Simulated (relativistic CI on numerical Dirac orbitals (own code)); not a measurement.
# Ni4+ in a cubic cluster: L2,3 absorption with charge transfer

Computed with a charge-transfer multiplet model of a cubic metal-ligand cluster with up to 2 ligand holes, Slater and spin-orbit integrals from Dirac-Coulomb-Breit ions, Slater integrals scaled by 0.8. The ground state mixes d6 with configurations of k ligand holes L, whose averages lie at kΔ + k(k − 1)U_dd/2; a core hole lowers each added d electron by U_cd. 20 K, Lorentzian 0.4 eV and Gaussian 0.3 eV FWHM.

Atomic integrals in eV (Slater integrals scaled, ζ unscaled), ground: F2dd 11.354, F4dd 7.124, zeta_d 0.099; with the core hole: F2dd 11.936, F4dd 7.492, zeta_d 0.124, zeta_core 11.400, F2cd 7.214, G1cd 5.576, G3cd 3.173.

Cluster parameters (eV): Δ = -1.7, U_dd = 7.8, U_cd = 9.9, 10Dq = 2.05, 10Dq(ligand) = 0.5, final-state hopping factor = 1.

```
                             Case   n_d    d6   d7L  d8L2     S
V(eg) = 2.4 eV, V(t2g) = -1.02 eV  6.85  0.28  0.60  0.13  0.03
V(eg) = 2.7 eV, V(t2g) = -1.14 eV  6.87  0.27  0.59  0.14  0.03
  V(eg) = 3 eV, V(t2g) = -1.27 eV  6.88  0.27  0.58  0.15  0.02
V(eg) = 3.6 eV, V(t2g) = -1.52 eV  6.91  0.26  0.57  0.17  0.02
V(eg) = 3.9 eV, V(t2g) = -1.65 eV  6.92  0.26  0.57  0.17  0.01
```

Weights, n_d and S are thermal averages at 20 K. Photon energies count from the first peak over 30 % of the highest in each spectrum, which can be another peak from case to case. The parameters are a model scan and need not match a compound or its usual spin state. Peaks in eV (height, largest 100):
- V(eg) = 2.4 eV, V(t2g) = -1.02 eV: 0.0 (100), 1.7 (8), 2.5 (16), 17.1 (56), 19.1 (8)
- V(eg) = 2.7 eV, V(t2g) = -1.14 eV: 0.0 (100), 1.9 (6), 2.8 (12), 3.9 (8), 17.1 (55), 19.4 (7)
- V(eg) = 3 eV, V(t2g) = -1.27 eV: 0.0 (100), 2.8 (8), 4.2 (7), 17.0 (55), 19.5 (5)
- V(eg) = 3.6 eV, V(t2g) = -1.52 eV: 0.0 (100), 3.1 (7), 5.0 (5), 17.1 (55)
- V(eg) = 3.9 eV, V(t2g) = -1.65 eV: 0.0 (100), 3.2 (6), 17.1 (54)

For the case V(eg) = 3 eV, V(t2g) = -1.27 eV, Δ = -1.7 eV is smaller than U_dd = 7.8 eV, the charge-transfer side of the Zaanen-Sawatzky-Allen scheme (negative Δ: between configuration averages a ligand hole costs less than the nominal valence; multiplet and field energies can change this for the lowest states). With the core hole the configuration with one ligand hole lies at Δ + U_dd − U_cd = -3.8 eV from the one without, against Δ in the ground state.

With at most 2 ligand holes the space is cut while the next configuration still counts, so covalency is underestimated, and a final configuration with one more ligand hole, which can lie low, is missing from the spectra.
